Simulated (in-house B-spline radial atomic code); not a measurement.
Settings and results of a run for the palladium ion Pd⁷⁺ (an excited or competing configuration). Method: Dirac-Hartree-Fock, average of configuration, Fermi nucleus of rms radius 4.5318 fm. Calculated with a B-spline radial code for spherical atoms.

Command:
```bash
python run_scf.py task.json out
```
Settings (nuclear radius in fm, mass in u):
```
Z                46
configuration    [Ar] 3d10 4s2 4p5 4d3 8g1
hamiltonian      dirac
method           hf
spin_polarised   False
nucleus          fermi
rms_radius       4.5318
atomic_mass      105.90348
speed_of_light   137.035999084
```

Output (hartree, bohr):
```
 radial grid: 73 intervals, B-splines of order 8, outer radius 39.4805 bohr

 iter        energy (Eh)    residual
    1       -5015.893243    7.84e-01
    2       -5024.553306    2.72e-01
    3       -5025.447721    7.14e-02
    4       -5025.537891    2.32e-02
    5       -5025.547573    1.07e-02
    6       -5025.548871    7.76e-04
    7       -5025.548880    6.11e-05
    8       -5025.548880    2.92e-06
    9       -5025.548880    1.96e-07

 total energy                     -5025.54888
 kinetic                            5250.9701
 electron-nucleus                 -11981.4157
 electron-electron                  1704.8967

 first-order corrections (not in the total)
   Gaunt                             3.6860
   retardation                      -0.3711
   frequency dependence             -0.0275
   self-energy                       2.4895
   Uehling                          -0.3042
   Wichmann-Kroll                    0.0054
   recoil                            0.0181

 orbital      occ     eigenvalue          <r>       <r^2>       <1/r>     <1/r^2>     <1/r^3>       r_max    small
 1s1/2      2.000      -905.6175    0.0318445  0.00137049     48.2405     4965.64           -     0.02066  2.84e-02
 2s1/2      2.000      -139.9746     0.137709   0.0224223     11.1141     559.371           -      0.1167  5.94e-03
 2p1/2      2.000      -129.8267     0.117212   0.0168759     11.0559     179.722           -     0.09061  5.92e-03
 2p3/2      4.000      -123.9376     0.122133    0.018196     10.4234     148.018     3243.69     0.09473  5.69e-03
 3s1/2      2.000       -30.9547     0.376115    0.161848     3.89231     106.969           -      0.3405  1.67e-03
 3p1/2      2.000       -26.8983     0.369234    0.158468     3.78436     34.1126           -      0.3279  1.61e-03
 3p3/2      4.000       -25.8336     0.379531     0.16723     3.63446     28.3714     581.382      0.3373  1.55e-03
 3d3/2      4.000       -18.7264     0.353379    0.148651     3.45529     15.0947     87.9984      0.2806  1.42e-03
 3d5/2      6.000       -18.5170     0.356744    0.151344     3.41606     14.6878     83.1601      0.2834  1.41e-03
 4s1/2      2.000        -8.7282     0.903576     0.91699     1.51869     21.1563           -      0.8336  4.38e-04
 4p1/2      1.667        -7.3372     0.948376     1.01673     1.42911     6.66767           -      0.8661  4.00e-04
 4p3/2      3.333        -7.1380     0.969223     1.06139     1.38905     5.64087      105.69      0.8863  3.88e-04
 4d3/2      1.200        -5.0286      1.09258     1.36668     1.19435     2.61911     12.8954      0.9702  3.02e-04
 4d5/2      1.800        -4.9990      1.09977     1.38431     1.18495     2.55942     12.1867      0.9772  2.99e-04
 8g7/2      0.444        -0.5049       10.602     127.276    0.128744   0.0307035   0.0136433       12.07  1.41e-05
 8g9/2      0.556        -0.5049      10.6017     127.268    0.128748    0.030705   0.0136433       12.07  1.41e-05
```

Cost of the run: 1.1 s on 1 thread of Intel(R) Xeon(R) 6975P-C, on a shared host.

For the Dirac Hamiltonian the kinetic term is c α·p + (β - 1)c².
